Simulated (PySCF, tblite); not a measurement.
Isomers of C6H13OP, one GFN2-xTB conformer each. Single-point energies are computed at PBE0/pcSseg-1 (PySCF, gas phase, no added dispersion term), electronic only.

Question: Rank them by PBE0/pcSseg-1 energy, lowest first (kJ/mol).
A. `[CH3:1][O:2]/[CH:3]=[P:4]/[C:5]([CH3:6])([CH3:7])[CH3:8]` with C1–O2–C3–P4 180°
B. `[CH3:1][CH2:2][C@H:3]1[CH2:4][P@:5]([CH3:6])(=[O:7])[CH2:8]1` with C1–C2–C3–C4 69°, C2–C3–C4–P5 136°, C3–C4–P5–C6 -119°, C4–P5–C8–C3 11°, C2–C3–C8–P5 -136°
C. `[CH3:1][C@@H:2]1[CH2:3][CH2:4][CH2:5][P@@:6]1([CH3:7])=[O:8]` with C1–C2–C3–C4 -167°, C2–C3–C4–C5 51°, C3–C4–C5–P6 -35°, C4–C5–P6–C7 121°
D. `[CH2:1]=[CH:2][CH2:3][P:4]([CH3:5])[CH2:6][O:7][CH3:8]` with C1–C2–C3–P4 -109°, C2–C3–P4–C5 -74°, C3–P4–C6–O7 49°, P4–C6–O7–C8 -177°
E. `[CH3:1][CH2:2][P:3]([CH2:4][OH:5])[CH:6]1[CH2:7][CH2:8]1` with C1–C2–P3–C4 85°, C2–P3–C4–O5 51°, P3–C4–O5–H 66°, C2–P3–C6–C7 114°

Answer: C (0.0), B (63.3), E (205.2), D (230.0), A (231.2).

As drawn, the lowest has a P=O bond, which the highest lacks. Neighbours under 10 kJ/mol apart (C=CCP(C)COC and CO/C=P/C(C)(C)C) can change places with a better method, another conformer or zero-point energy. GFN2-xTB itself gives, in the same order: 0.0, 68.6, 290.8, 317.5, 287.7. Both levels put the same isomer lowest; measured from each level's own lowest isomer, the values differ by up to 87.5 kJ/mol (C=CCP(C)COC: 317.5 against 230.0).

Q: Which frontier levels, dipoles and rotational constants go with these structures?

A: 
| SMILES | HOMO (eV, PBE0/pcSseg-1) | LUMO (eV) | dipole (D) | A, B, C (MHz) |
| --- | --- | --- | --- | --- |
| C[C@@H]1CCC[P@@]1(C)=O | -7.17 | 1.04 | 4.19 | 2026, 1772, 1296 |
| CC[C@H]1C[P@](C)(=O)C1 | -7.40 | 1.05 | 4.17 | 3672, 937.4, 909.8 |
| CCP(CO)C1CC1 | -6.55 | 0.94 | 1.41 | 2303, 1225, 937.1 |
| C=CCP(C)COC | -6.57 | 0.31 | 1.94 | 2888, 881.5, 786.1 |
| CO/C=P/C(C)(C)C | -6.14 | -1.02 | 2.95 | 3413, 850.1, 804.3 |

Q: What happens when harmonic zero-point energies from GFN2-xTB frequencies are added?

A: 
```json
{"SMILES": "C[C@@H]1CCC[P@@]1(C)=O", "ZPE (kJ/mol)": "472.2", "electronic (kJ/mol)": "0.0", "with ZPE (kJ/mol)": "0.0"}
{"SMILES": "CC[C@H]1C[P@](C)(=O)C1", "ZPE (kJ/mol)": "469.2", "electronic (kJ/mol)": "63.3", "with ZPE (kJ/mol)": "60.3"}
{"SMILES": "CCP(CO)C1CC1", "ZPE (kJ/mol)": "465.9", "electronic (kJ/mol)": "205.2", "with ZPE (kJ/mol)": "198.9"}
{"SMILES": "C=CCP(C)COC", "ZPE (kJ/mol)": "458.2", "electronic (kJ/mol)": "230.0", "with ZPE (kJ/mol)": "216.0"}
{"SMILES": "CO/C=P/C(C)(C)C", "ZPE (kJ/mol)": "465.4", "electronic (kJ/mol)": "231.2", "with ZPE (kJ/mol)": "224.3"}
```

The zero-point energies span 14.0 kJ/mol. The order is unchanged.

Q: As an exercise, what shares would exp(−E/RT) give at 2000 K from these electronic energies alone (no entropy, no degeneracies)?

A: RT = 16.629 kJ/mol: C[C@@H]1CCC[P@@]1(C)=O 97.8 %, CC[C@H]1C[P@](C)(=O)C1 2.2 %, CCP(CO)C1CC1 under 0.1 %, C=CCP(C)COC under 0.1 %, CO/C=P/C(C)(C)C under 0.1 %.
